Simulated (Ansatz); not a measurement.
The cluster Li₄S, relaxed as a singlet with RKS B3LYP-D4/def2-TZVP in Ansatz, starting from the GFN1-xTB geometry. Force threshold 0.02 eV/Å.

The structure comes from a short search, and lower isomers may exist.

Start:

```xyz
5

Li    0.9525   -0.2106   -2.7781
Li    1.3345    0.0984   -0.3151
Li   -0.8244   -0.1876   -0.9883
Li   -1.1441    0.1983    2.9575
S    -0.3186    0.1014    1.1240
```

Task: Estimate the energy that the relaxation releases and the steps that it takes.

Result: 40.5 kJ/mol, in 4 steps; 3.5 s on 4 threads of Arm Neoverse V2 on a shared host. No frequencies were taken in this run, so the end may be a saddle point.

Task: Does the start keep its bonding and symmetry?

Result: By distances, no bond broke or formed, bridged metal pairs apart. The bond that changes most is Li1–Li2, from 2.51 to 3.04 Å (atoms count from 1). Metal–metal contacts that move far: Li1–Li2 2.51 to 3.04 Å, Li1–Li3 2.52 to 3.04 Å. Point group Cs at the start, Cs at the end, both within 0.05 Å.

Task: Predict the relaxed structure.

Result: 
```xyz
5

Li    1.0726   -0.2408   -3.1403
Li    1.4509    0.1301   -0.1449
Li   -1.0135   -0.1977   -0.9296
Li   -1.1750    0.2048    3.0619
S    -0.3351    0.1036    1.1529
```
Bond lengths (bridged metal pairs left out): 3 × Li–S 2.09 to 2.21 Å; 2 × Li–Li 3.04 Å.
